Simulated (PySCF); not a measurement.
A geometry optimisation, step by step.

Species: [ReO4]- (charge -1 and singlet state).
Bonds: Re1–O2, Re1–O3, Re1–O4, Re1–O5.

Computed by this run: PBE0-D3(BJ)/def2-SVP geometry optimisation, gas phase, def2 core potentials past Kr (PySCF 2.14.0); density fitting, grid level 1; the optimiser is geomeTRIC in internal coordinates, started from a GFN2-xTB structure with every atom displaced at random (about 0.03 Å). The frame can shift and turn from step to step; on so coarse a grid that alone can change the energy by a few meV, and forces under 0.02 eV/Å are noise.

Step 0: E = -10308.1106 eV, largest atomic force 10.266 eV/Å
```
atom  x, y, z in Å  |  force x, y, z in eV/Å
Re1     0.061   -0.077    0.013   -9.335   3.356  -0.082
O2     -0.007   -0.031    1.686    0.483  -0.328   3.943
O3      1.532    0.003   -0.600    9.721  -0.226  -3.292
O4     -0.705    1.393   -0.556    0.044  -0.572   0.221
O5     -0.806   -1.399   -0.605   -0.913  -2.231  -0.790
```

Step 1: E = -10308.8566 eV, largest atomic force 2.336 eV/Å
```
atom  x, y, z in Å  |  force x, y, z in eV/Å
Re1    -0.006   -0.007   -0.017    1.653  -1.237   0.479
O2      0.022   -0.053    1.747   -0.171   0.162  -1.881
O3      1.672   -0.049   -0.598   -2.225   0.173   0.691
O4     -0.785    1.440   -0.576    0.171  -0.513   0.195
O5     -0.829   -1.440   -0.619    0.572   1.415   0.516
```

Step 2: E = -10308.9714 eV, largest atomic force 1.287 eV/Å
```
atom  x, y, z in Å  |  force x, y, z in eV/Å
Re1     0.008   -0.017   -0.014    1.216  -0.415   0.056
O2      0.018   -0.047    1.716   -0.048   0.041  -0.088
O3      1.656   -0.047   -0.594   -0.826   0.069   0.242
O4     -0.781    1.409   -0.565   -0.225   0.393  -0.155
O5     -0.825   -1.408   -0.605   -0.118  -0.086  -0.055
```

Step 3: E = -10308.9808 eV, largest atomic force 0.561 eV/Å
```
atom  x, y, z in Å  |  force x, y, z in eV/Å
Re1     0.019   -0.025   -0.011   -0.358   0.366  -0.228
O2      0.021   -0.043    1.715    0.044  -0.022   0.128
O3      1.644   -0.043   -0.596    0.087  -0.019  -0.018
O4     -0.782    1.412   -0.568    0.192  -0.289   0.111
O5     -0.828   -1.411   -0.602    0.035  -0.036   0.008
```

Step 4: E = -10308.9827 eV, largest atomic force 0.072 eV/Å
```
atom  x, y, z in Å  |  force x, y, z in eV/Å
Re1     0.015   -0.022   -0.013   -0.036  -0.054   0.030
O2      0.026   -0.042    1.716    0.007   0.004  -0.004
O3      1.641   -0.042   -0.598    0.038   0.002  -0.019
O4     -0.780    1.410   -0.568   -0.019   0.033  -0.015
O5     -0.827   -1.414   -0.600    0.011   0.015   0.008
```

Step 5: E = -10308.9828 eV, largest atomic force 0.023 eV/Å
```
atom  x, y, z in Å  |  force x, y, z in eV/Å
Re1     0.014   -0.022   -0.012    0.021   0.010   0.001
O2      0.029   -0.040    1.717    0.002   0.002  -0.003
O3      1.640   -0.042   -0.601   -0.012   0.000   0.000
O4     -0.782    1.409   -0.568   -0.004  -0.004   0.001
O5     -0.826   -1.415   -0.598   -0.006  -0.008   0.002
```

Question: Summarise the path.

Answer: The energy falls by 0.8721 eV from step 0 to step 5; nine tenths of that is first reached at step 2. It falls at every step. The largest force goes from 10.266 to 0.023 eV/Å. Among the bonds Re1–O3 changes most, from 1.595 to 1.729 Å; the atoms move by 0.075 Å rms after alignment.

Question: Follow the three bonds and two angles with the largest change from start to end.

Answer: 
| step | E above end (eV) | largest force (eV/Å) | Re1–O3 (Å) | Re1–O2 (Å) | Re1–O5 (Å) | O3–Re1–O4 (°) | O2–Re1–O3 (°) |
| --- | --- | --- | --- | --- | --- | --- | --- |
| 0 | 0.8721 | 10.266 | 1.595 | 1.676 | 1.697 | 103.7 | 114.8 |
| 1 | 0.1262 | 2.336 | 1.775 | 1.765 | 1.758 | 109.8 | 108.2 |
| 2 | 0.0114 | 1.287 | 1.747 | 1.730 | 1.726 | 109.9 | 109.0 |
| 3 | 0.0020 | 0.561 | 1.727 | 1.726 | 1.729 | 109.5 | 109.7 |
| 4 | 0.0001 | 0.072 | 1.728 | 1.729 | 1.730 | 109.5 | 109.4 |
| 5 | 0.0000 | 0.023 | 1.729 | 1.729 | 1.729 | 109.5 | 109.4 |

The cost below is that of the whole optimisation. Time: 21 s; peak memory 0.35 GiB. Hardware: an Intel Xeon Platinum 8559C with one thread, no GPU, shared host.
